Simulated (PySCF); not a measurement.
This script is equivalent to a calculation on Si+ (silicon, charge +1).

```python
from pyscf import gto, scf, dft, mp, cc
import basis_set_exchange as bse
mol = gto.M(atom="Si 0 0 0", charge=1, spin=1, symmetry="D2h",
            basis=gto.basis.parse(bse.get_basis("Sapporo-DZP-2012", elements=["Si"], fmt="nwchem", header=False)),
            nucmod="G")
mf = dft.UKS(mol, xc="TPSS").sfx2c1e()
mf.irrep_nelec = {'Ag': (3, 3), 'B1u': (1, 1), 'B2u': (2, 1), 'B3u': (1, 1)}
mf.kernel()
```

Task: What total energy does it give?

Result: -289.609 hartree (calculated).

Task: Which occupied shell lies highest, and where?

Result: 3p α, at -12.458 eV.

Task: What is ⟨S²⟩, and what would a pure spin state give?

Result: 0.756, against 0.75.
